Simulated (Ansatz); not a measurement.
Basis sets compared for C₆H₁₂N₂O (relaxed from a model of 1-ethyl-3-methylimidazolium hydroxide, whose bonding it doesn't keep). The state is a singlet with charge 0. Geometry PBE0-D4/def2-SVP. Ansatz on 4 threads of Intel Xeon Platinum 8259CL on a shared host; times are rough, and most runs start from earlier orbitals.

```xyz
21

C     0.999   -1.513    1.886
C     0.707   -0.017    1.920
N     0.440    0.581    0.633
C     1.413    0.645   -0.372
C     0.807    0.660   -1.571
N    -0.580    0.612   -1.383
C    -1.461    0.014   -2.345
C    -0.843    0.344    0.013
H     1.201   -1.894    2.898
H     1.875   -1.729    1.256
H     0.148   -2.082    1.480
H    -0.164    0.193    2.560
H     1.555    0.521    2.376
H     2.462    0.803   -0.130
H     1.234    0.834   -2.557
H    -2.500    0.275   -2.098
H    -1.379   -1.093   -2.382
H    -1.244    0.408   -3.349
H    -1.203   -0.704    0.167
O    -1.872    1.110    0.551
H    -1.596    2.032    0.448
```

HSE06 is defined as in plane-wave codes, on full-range PBE exchange.

Binding counts from free atoms (C triplet, N quartet, H doublet, O triplet) in the same basis, without a counterpoise term.

```
                         level  functions  energy (Eh)  HOMO (eV)  LUMO (eV)  binding per atom (eV)  wall time
               PBE-D4/def2-SVP        186    -419.7463      -3.61       0.38                   4.42      2.4 s
PBE-D4/def2-TZVP (with forces)        351    -420.2092      -3.80       0.08                   4.36      6.5 s
              PBE0-D4/def2-SVP        186    -419.7865      -4.71       1.32                   4.32      3.5 s
             PBE0-D4/def2-TZVP        351    -420.2424      -4.84       1.03                   4.27      8.5 s
            HSE06-D4/def2-TZVP        351    -420.2184      -4.45       0.65                   4.27      9.5 s
```

(1) Estimate the rows for PBE-D4/def2-TZVPD, PBE0-D4/def2-TZVPD, HSE06-D4/def2-TZVPD.

Results:

(1) 
```tsv
level	functions	energy (Eh)	HOMO (eV)	LUMO (eV)	binding per atom (eV)	wall time
PBE-D4/def2-TZVPD	444	-420.2127	-3.88	-0.28	4.36	9 s
PBE0-D4/def2-TZVPD	444	-420.2452	-4.89	0.35	4.27	14 s
HSE06-D4/def2-TZVPD	444	-420.2211	-4.50	0.03	4.27	15 s
```
